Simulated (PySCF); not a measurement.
OsH₇ (doublet). Level of theory: PySCF, UPBE0, basis Os def2-TZVP with ECP60, H def2-TZVP (scalar-relativistic core potentials, no spin–orbit coupling, density fitting).

Harmonic bands of its minimum:

| ω (cm⁻¹) | IR (km/mol) |
| --- | --- |
| 171 | 0.3 |
| 517 | 70.0 |
| 567 | 9.1 |
| 649 | 126 |
| 760 | 8.6 |
| 766 | 1.8 |
| 817 | 14.8 |
| 840 | 34.8 |
| 875 | 32.8 |
| 876 | 97.1 |
| 1082 | 68.2 |
| 1893 | 34.7 |
| 2026 | 95.0 |
| 2150 | 19.2 |
| 2201 | 28.3 |
| 2259 | 1.5 |
| 2406 | 5.2 |
| 2724 | 165 |

**Question.** The central atom is Os. Infer the point group and assign the bands.

**Answer.** Cs. The modes span 7a'' + 11a': 171 a'', 517 a'', 567 a', 649 a', 760 a', 766 a'', 817 a'', 840 a', 875 a', 876 a'', 1082 a', 1893 a', 2026 a'', 2150 a', 2201 a', 2259 a'', 2406 a', 2724 a'. The computed geometry has H–H 0.884 Å, Os–H 1.561 Å, Os–H 1.620 Å (×2), Os–H 1.634 Å (×2), Os–H 1.743 Å, Os–H 1.780 Å; H–H–Os 73.2°, H–H–Os 77.8°, H–Os–H 29.0°, H–Os–H 55.0°, H–Os–H 68.7° (×2), H–Os–H 69.7° (×2), H–Os–H 73.1°, H–Os–H 79.4° (×2), H–Os–H 88.3° (×2), H–Os–H 89.3° (×2), H–Os–H 102.1°, H–Os–H 119.9° (×2), H–Os–H 138.2°, H–Os–H 147.1° (×2), H–Os–H 150.8° (×2).

Other isomers or separated fragments may lie lower. With open d or f shells other occupations or spin states may lie lower. No spin–orbit coupling is included, which matters more the heavier the element.
